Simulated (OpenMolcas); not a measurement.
V3+ (d2) on a cation site of an ionic host was computed by SS-CASPT2, IPEA 0.25 Eh, imaginary shift 0.1 Eh with the d shell active (OpenMolcas, ANO-RCC-VTZP on the metal). Its lowest spin-free states, and all those of the highest spin:

```json
{"2S+1": "3", "Degeneracy": "3", "E (cm-1)": "0"}
{"2S+1": "1", "Degeneracy": "3", "E (cm-1)": "10660"}
{"2S+1": "1", "Degeneracy": "2", "E (cm-1)": "11220"}
{"2S+1": "3", "Degeneracy": "3", "E (cm-1)": "14320"}
{"2S+1": "1", "Degeneracy": "1", "E (cm-1)": "22830"}
{"2S+1": "3", "Degeneracy": "3", "E (cm-1)": "24630"}
{"2S+1": "1", "Degeneracy": "3", "E (cm-1)": "26860"}
{"2S+1": "3", "Degeneracy": "1", "E (cm-1)": "29790"}
{"2S+1": "1", "Degeneracy": "3", "E (cm-1)": "30030"}
{"2S+1": "1", "Degeneracy": "2", "E (cm-1)": "42340"}
{"2S+1": "1", "Degeneracy": "1", "E (cm-1)": "58040"}
```

Q: Is the site octahedral, tetrahedral or cube-like, axial, or of lower symmetry?

A: The states with 2S+1 = 3 have orbital degeneracies 3, 3, 3, 1. Threefold states need a cubic site. For d2 at this spin an octahedron puts the threefold T1 below the threefold T2 and a tetrahedron or cube puts the single A2 below the threefold T2, so the site is octahedral. The run had V3+ with its 6 nearest fluoride ions at 1.977 Å, on the Zn site of KZnF3 (a = 4.054 Å, distance in the model lattice 2.027 Å). The rest of the host is ab initio model potentials to 7.6 Å, with orthogonalisation functions on the cations behind the ligands, and point charges beyond; the distance is set by hand and nothing relaxes, and no local charge compensation is placed. Ligand basis ANO-RCC-VDZP.

Roots that are degenerate in the reference are averaged as groups; the widest CASPT2 spread within a group is 68 cm-1 (the 3-fold group of multiplicity 1 near 10700 cm-1 above the lowest state of its run). Shifts and gaps below about the spread of the groups concerned are not significant. Over all roots computed the reference weight is 0.74; a low but even weight reflects the number of correlated electrons. An orbital triplet at a regular site is open to Jahn-Teller coupling, which can distort the site and quench the lowest spin-orbit gaps and is left out. Ligand-to-metal charge-transfer states are missing. With no ligand orbital active B as a rule stays too high, so bands that hang on it stand too high and its fall with covalency is understated. With one d shell and no ligand orbital active, 10Dq can be off by a tenth or more. No measured value stands beside these numbers; the geometry was set by hand and not optimised.
